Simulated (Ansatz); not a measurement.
Reaction: BNH2Br2 (SMILES NB(Br)Br) → BNH2Br (SMILES N[B]Br, doublet) + Br (doublet) (the B-Br bond breaks)
Each species at its own B3LYP-D3(BJ)/def2-TZVP minimum (Ansatz, a quantum-chemistry and plane-wave program), one conformer.

Property: bond dissociation energy (electronic), in kcal/mol. Radicals and triplets start from unrestricted determinants; spin-orbit coupling is neglected. Correlated methods leave the cores frozen (noble-gas shells, and filled d and f shells in the p block). No relativity. CBS(X,Y): correlation extrapolated as X^-3, Hartree-Fock from the larger set. A bracket is a step between two methods taken in the basis named. Spin-orbit terms, left out, reach several kcal/mol for Br and I, and more for heavier atoms.

CCSD(T)/CBS(cc-pVTZ,cc-pVQZ) + [CCSDT(Q) - CCSD(T)]/cc-pVDZ (Ansatz) gives 106.5 kcal/mol.

What does PBE/def2-TZVPD (Ansatz) give here, and how do the other levels compare?

PBE gives 104.6 kcal/mol, 1.9 kcal/mol below it. Differences of the others: r2SCAN/def2-TZVPD (Ansatz) -3.1; B3LYP/def2-TZVPD (Ansatz) -6.9; wB97M-V/def2-TZVPD (Ansatz) 0.5; CCSD(T)/CBS(cc-pVTZ,cc-pVQZ) (Ansatz) 0.1 kcal/mol.
